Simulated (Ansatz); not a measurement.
`N#CO[SiH3]` + `CO[AsH2]` → `CO[AsH][SiH3]` + `N#CO` at 600 K and 1 bar (ligand exchange at the Si–O bond).

Calculated with Ansatz (gas phase, PBE0-D4/def2-TZVP geometries, no zero-point term in ΔE). CCSD(T)/CBS is the MP2 limit (def2-TZVPP, def2-QZVPP) plus CCSD(T) − MP2 in def2-TZVPP, frozen cores. This one scheme is used for every species. For As outer-core shells are correlated without core-valence functions, which leaves a few kJ/mol of doubt a bond. Scalar relativity is left out up to krypton. Each species was taken in one conformer, which may not be the lowest.

```
        species  CCSD(T)/CBS energy (Eh)  H − E (kJ/mol)  S (J/(mol·K))
   `N#CO[SiH3]`               -458.79584           144.5          367.3
     `CO[AsH2]`              -2351.21577           193.9          357.7
`CO[AsH][SiH3]`              -2641.50192           260.4          461.6
         `N#CO`               -168.48100            84.3          277.2
```

H − E and S are ideal-gas, rigid-rotor, harmonic terms from PBE0-D4/def2-TZVP, for one conformer and one mirror image of each species. 1 Eh = 2625.50 kJ/mol, R = 8.31446 J/(mol·K).

**Question.** By hand: ΔE, ΔH, ΔS and ΔG.

**Answer.** ΔE = (-2641.50192) + (-168.48100) − (-458.79584) − (-2351.21577) = 0.02869 Eh = 75.3 kJ/mol. Δ(H − E) = 260.4 + 84.3 − 144.5 − 193.9 = 6.3, so ΔH = 81.6 kJ/mol. ΔS = 461.6 + 277.2 − 367.3 − 357.7 = 13.8 J/(mol·K). ΔG = 81.6 − 600 × (13.8)/1000 = 73.3 kJ/mol.

**Question.** By hand: the equilibrium constant, and the temperature at which ΔG would vanish if ΔH and ΔS stayed fixed.

**Answer.** log₁₀ K = −ΔG/(RT ln 10) = -6.4. ΔG = 0 at ΔH/ΔS = 5913 K, far beyond where these terms or the molecules hold.

The number of gas molecules stays the same, so ΔS is small and ΔH decides. A doubt of 5 kJ/mol in ΔE shifts log₁₀ K by 0.4 here. Other conformers and mirror images would add mixing entropy, several J/(mol·K) or more a flexible species. Modes under 60 cm⁻¹, often nearly free rotors, make the harmonic entropy too high. These are equilibria of isolated gas molecules and say nothing of rates. Largest T1 diagnostic: 0.014 (customary marks: 0.02 for closed shells, 0.045 for open ones).
